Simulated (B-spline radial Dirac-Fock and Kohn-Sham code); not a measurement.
**Two-hole binding energies of Yb⁵⁰⁺**

System: ytterbium as Yb⁵⁰⁺ in the configuration 1s2 2s2 2p6 3s2 3p6 3d2.

These are calculated numbers from a radial atomic solver; the model is Dirac-Fock energy differences between relaxed states, corrected for Breit and QED terms. U is the two-hole binding energy less the two single-hole energies, the effective repulsion of the holes after relaxation. Each two-hole energy is an average over J within one jj subconfiguration.

```
          holes  E(a) (eV)  E(b) (eV)  E(ab) (eV)  U (eV)
   1s⁻¹ 2p1/2⁻¹    64664.8    13240.2     78368.1   463.2
   1s⁻¹ 2p3/2⁻¹    64664.8    12188.7     77255.3   401.8
   1s⁻¹ 3p3/2⁻¹    64664.8     4750.5     69587.0   171.8
           2s⁻²    13728.9    13728.9           ?       ?
   2s⁻¹ 2p1/2⁻¹    13728.9    13240.2     27243.7   274.7
        2p1/2⁻²    13240.2    13240.2     26825.9   345.5
2p1/2⁻¹ 2p3/2⁻¹    13240.2    12188.7     25736.1   307.1
        2p3/2⁻²    12188.7    12188.7     24677.0   299.6
   2s⁻¹ 3p1/2⁻¹    13728.9     5011.1     18894.9   154.9
   2p1/2⁻¹ 3s⁻¹    13240.2     5213.5     18604.0   150.3
2p1/2⁻¹ 3p3/2⁻¹    13240.2     4750.5     18144.3   153.6
   2p3/2⁻¹ 3s⁻¹    12188.7     5213.5     17550.3   148.1
        3p1/2⁻²     5011.1     5011.1     10147.0   124.9
        3p3/2⁻²     4750.5     4750.5      9614.9   114.0
```

Question: Give the missing two-hole energy and U.

Answer: E(ab) = 27741.0 eV and U = 283.2 eV.
